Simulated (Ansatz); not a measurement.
A nudged elastic band was laid between two geometries of H4Si + H6OSi2 (14 atoms, charge 0, multiplicity 1).

Theory: RKS PBE/def2-SVP in Ansatz.

```
movable images  : 7
climbing image  : yes
spring          : 5.0 eV/Å²
optimiser       : quadratic models (default)
start path      : through a guess of the saddle point
force threshold : 0.05 eV/Å
iteration limit : 60
end points      : relaxed
```

Image 0:

```xyz
14
Properties=species:S:1:pos:R:3
Si -1.494 1.190 0.880
H -1.042 2.368 0.070
O -0.285 0.025 0.811
Si 0.059 -1.466 1.506
H -2.781 0.651 0.314
H -1.729 1.612 2.307
H 2.221 -0.533 -1.274
Si 1.350 0.270 -2.196
H 1.451 -1.849 1.102
H -0.030 -1.374 3.007
H -0.914 -2.509 1.025
H 0.021 -0.411 -2.374
H 2.025 0.374 -3.537
H 1.147 1.652 -1.643
```

Image 8:

```xyz
14
Properties=species:S:1:pos:R:3
Si -1.187 0.530 -0.158
H 2.348 0.489 0.504
O -0.083 -0.346 0.764
Si -0.018 -1.597 1.882
H -2.435 -0.290 -0.387
H -1.587 1.781 0.584
H 3.084 0.707 0.454
Si -0.196 1.071 -2.226
H 1.413 -2.034 1.990
H -0.508 -1.134 3.228
H -0.871 -2.751 1.425
H -1.168 1.871 -3.053
H 0.156 -0.182 -2.981
H 1.052 1.885 -2.026
```

Task: What changes between the two ends?

Result: Bonds broken: Si1–H2, H7–Si8. Bonds formed: Si1–Si8, H2–H7. H4Si + H6OSi2 becomes H2 + H8OSi3.

Task: What energy profile does the band end with?

Result: It converged. The highest image is number 4 of 0 to 8, 70.0 kcal/mol above the first end and 64.7 kcal/mol above the last; the last end lies 5.3 kcal/mol above the first. Neighbouring images differ by up to 2.7 eV, so the band resolves the path poorly. A vibrational analysis at the climbing image gives 2 clearly imaginary modes (1546i, 46i cm⁻¹): a point of higher order, so a lower path passes nearby. The orbitals stay closed-shell, which can raise the energy where a bond breaks towards radicals; this wasn't checked here.

```json
{"image": "0", "path coordinate (Å)": "0.00", "energy (kcal/mol)": "0.0", "Si1–H2 (Å)": "1.50", "H7–Si8 (Å)": "1.50", "Si1–Si8 (Å)": "4.29"}
{"image": "1", "path coordinate (Å)": "1.55", "energy (kcal/mol)": "0.6", "Si1–H2 (Å)": "1.50", "H7–Si8 (Å)": "1.50", "Si1–Si8 (Å)": "4.31"}
{"image": "2", "path coordinate (Å)": "3.09", "energy (kcal/mol)": "0.9", "Si1–H2 (Å)": "1.50", "H7–Si8 (Å)": "1.50", "Si1–Si8 (Å)": "4.14"}
{"image": "3", "path coordinate (Å)": "4.64", "energy (kcal/mol)": "7.4", "Si1–H2 (Å)": "1.50", "H7–Si8 (Å)": "1.50", "Si1–Si8 (Å)": "3.48"}
{"image": "4", "path coordinate (Å)": "6.19", "energy (kcal/mol)": "70.0", "Si1–H2 (Å)": "1.92", "H7–Si8 (Å)": "1.75", "Si1–Si8 (Å)": "2.67"}
{"image": "5", "path coordinate (Å)": "8.29", "energy (kcal/mol)": "7.0", "Si1–H2 (Å)": "3.15", "H7–Si8 (Å)": "3.09", "Si1–Si8 (Å)": "2.36"}
{"image": "6", "path coordinate (Å)": "10.38", "energy (kcal/mol)": "6.6", "Si1–H2 (Å)": "3.41", "H7–Si8 (Å)": "3.59", "Si1–Si8 (Å)": "2.36"}
{"image": "7", "path coordinate (Å)": "12.48", "energy (kcal/mol)": "6.2", "Si1–H2 (Å)": "3.27", "H7–Si8 (Å)": "3.61", "Si1–Si8 (Å)": "2.37"}
{"image": "8", "path coordinate (Å)": "14.58", "energy (kcal/mol)": "5.3", "Si1–H2 (Å)": "3.60", "H7–Si8 (Å)": "4.25", "Si1–Si8 (Å)": "2.36"}
```

Task: What is the geometry of the highest image?

Result: 
```xyz
14
Properties=species:S:1:pos:R:3
Si -0.770 0.812 0.329
H 0.775 1.613 -0.480
O -0.585 -0.785 0.773
Si -0.247 -2.021 1.844
H -2.112 0.999 -0.329
H -0.677 1.700 1.555
H 1.615 2.118 -1.117
Si 0.672 0.875 -1.919
H 1.202 -2.408 1.732
H -0.533 -1.586 3.257
H -1.106 -3.203 1.499
H -0.266 -0.348 -2.071
H 2.001 0.278 -2.332
H 0.031 1.956 -2.742
```

The band took 28 iterations and of the order of 12 core-minutes.

Time of the run: 6.2 min on 2 threads of Arm Neoverse V2 (shared host), peak memory 0.15 GiB.
